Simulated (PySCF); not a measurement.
**Ionisation energy of Hg⁴¹⁺ by level of theory**

Hg⁴¹⁺ [Kr] 4d3 [4d3/2^3, M_J = 3/2] → Hg⁴²⁺ [Kr] 4d2 [4d3/2^2, M_J = 2], as a difference of total energies. Calculation: PySCF 2.14, in an uncontracted even-tempered set (16 s from 5 bohr⁻², ratio 2.8; 14 p from 6.5 bohr⁻², ratio 2.8; 9 d from 6.5 bohr⁻², ratio 2.8; 3 f from 25 bohr⁻², ratio 3); the two-component X2C-1e Hamiltonian. Correlated levels: [Ar] 3d10 frozen; the 90 highest virtual spinors dropped. "Screened" scales the spin-orbit matrix elements by Boettger's factors to mimic the two-electron term; Breit and QED terms are absent.

| method | ionisation energy (eV) |
| --- | --- |
| GHF (spin-free) | 1977.7 |
| GMP2 (spin-free) | 1977.6 |
| GHF (screened spin-orbit) | 1989.1 |
| GMP2 (screened spin-orbit) | 1989.6 |

Breit and QED terms and the two-electron picture change are absent.

The spin-free rows relax to the high-spin LS determinant and lack the spin-orbit shift.

The labels give the starting determinants; with spin-orbit coupling the two ends relaxed to ⟨J²⟩ = 3.77, ⟨L²⟩ = 7.75, ⟨S²⟩ = 2.15 and ⟨J²⟩ = 6.01, ⟨L²⟩ = 10.21, ⟨S²⟩ = 1.60.

For comparison: 1989 ± 4 eV (theoretical estimate listed by NIST; NIST Atomic Spectra Database, ionization energies).
